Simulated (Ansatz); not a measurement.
C₂H₄FNOSi, SMILES N#C[C@@H](F)[SiH2]O.

Coordinates come from a ωB97X-D3(BJ)/def2-SVP optimisation. The structure was generated by enumeration; whether it is a known compound was not checked. The values are those of a single conformer.

Two levels are set side by side: PBE/def2-SVPD (Ansatz, an electronic-structure program) and PBE0/def2-SVPD (Ansatz). Energy differences of separate SCF runs at the same geometry; the states with an electron removed or added have multiplicity 2 and 2. Differences are taken from unrounded values.

```json
[
 {"quantity": "vertical ionisation energy (eV)", "PBE0": "10.99", "PBE": "10.47", "PBE minus PBE0": "-0.52"},
 {"quantity": "vertical singlet–triplet gap (eV)", "PBE0": "5.79", "PBE": "5.26", "PBE minus PBE0": "-0.52"}
]
```
